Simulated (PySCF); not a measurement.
C3H4F2O, SMILES CC(=O)C(F)F.

Coordinates come from a B3LYP-D3(BJ)/def2-SVP optimisation. Other conformers were not sampled.

These are PySCF with TDA-PBE0/def2-SVPD values and carry that method's errors.

Vertical excitations. 

| state | energy (eV) | λ (nm) | f | main pairs |
|---|---|---|---|---|
| S1 | 4.24 | 292 | 0.000 | HOMO→LUMO 99 % |
| S2 | 7.53 | 165 | 0.000 | HOMO−1→LUMO 98 % |
| S3 | 7.63 | 162 | 0.039 | HOMO→LUMO+1 97 % |
| S4 | 8.37 | 148 | 0.030 | HOMO→LUMO+2 95 % |
| S5 | 8.59 | 144 | 0.001 | HOMO−3→LUMO 64 %, HOMO→LUMO+3 30 % |
| S6 | 8.60 | 144 | 0.029 | HOMO→LUMO+4 82 % |
| S7 | 8.69 | 143 | 0.003 | HOMO→LUMO+3 68 %, HOMO−3→LUMO 30 % |
| S8 | 8.95 | 138 | 0.151 | HOMO−2→LUMO 56 %, HOMO−5→LUMO 12 %, HOMO→LUMO+4 11 %, HOMO−4→LUMO 9 % |
| S9 | 9.22 | 134 | 0.021 | HOMO−4→LUMO 83 % |
| S10 | 9.26 | 134 | 0.000 | HOMO−6→LUMO 78 %, HOMO−7→LUMO 16 % |
| T1 | 3.55 | 349 | 0 | HOMO→LUMO 98 % |
| T2 | 5.80 | 214 | 0 | HOMO−2→LUMO 84 % |
| T3 | 7.08 | 175 | 0 | HOMO−1→LUMO 90 % |
| T4 | 7.50 | 165 | 0 | HOMO→LUMO+1 97 % |
Triplets are in the Tamm–Dancoff approximation.
